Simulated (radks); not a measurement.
Values are calculated unless marked as measured or tabulated.
All-electron atom: neutral silver in [Kr] 4d10 5s1 (the NIST ground configuration).

Level of theory: scalar-relativistic Kohn-Sham, PBE, spin-unpolarised, spherical densities, finite nucleus; Fermi nuclear charge, rms radius 4.5454 fm; hard spherical wall at 12 bohr (a radial shooting solver on a logarithmic mesh with Libxc functionals).

Energy parts (hartree):
total: -5315.92517
kinetic: 5522.42597
electron-nucleus: -12849.50302
Hartree: 2160.23314
exchange-correlation: -149.08126

Orbitals (lengths in bohr, moments of r in powers of bohr; r(max) is where P^2 peaks):
orbital  occ.  eigenvalue (hartree)      <r>   r(max)      <r^4>     <r^2>
1s          2             -930.8303  0.03111  0.02016  4.451e-06  0.001308
2s          2             -137.0523   0.1349   0.1140  0.0007915   0.02146
2p          6             -122.9345   0.1177  0.09114  0.0005675   0.01691
3s          2             -25.12505   0.3685   0.3326    0.03699    0.1554
3p          6             -20.48743   0.3676   0.3258    0.03960    0.1569
3d         10             -13.17372   0.3458   0.2739    0.03802    0.1425
4s          2              -3.49276   0.9120   0.8225      1.344    0.9431
4p          6              -2.15218    1.001   0.8768      2.108     1.150
4d         10              -0.27341    1.418    1.037      14.64     2.508
4f          0               0.13381    7.821    8.087       4719     63.88
5s          1              -0.16173    3.162    2.501      238.4     11.66
5p          0              -0.02431    4.801    3.796       1143     26.67
6s          0               0.03590    7.057    7.429       3750     54.63

The highest occupied level is 5s at -4.401 eV. The pressure on the wall is 0.000554 GPa. The electron density at the nucleus is 1.494e+05 e/bohr^3 (large components only). Summed over all electrons, <r^2> = 48.35 bohr^2, which gives a Langevin (diamagnetic) susceptibility term of -38.3 x 10^-6 cm^3/mol.
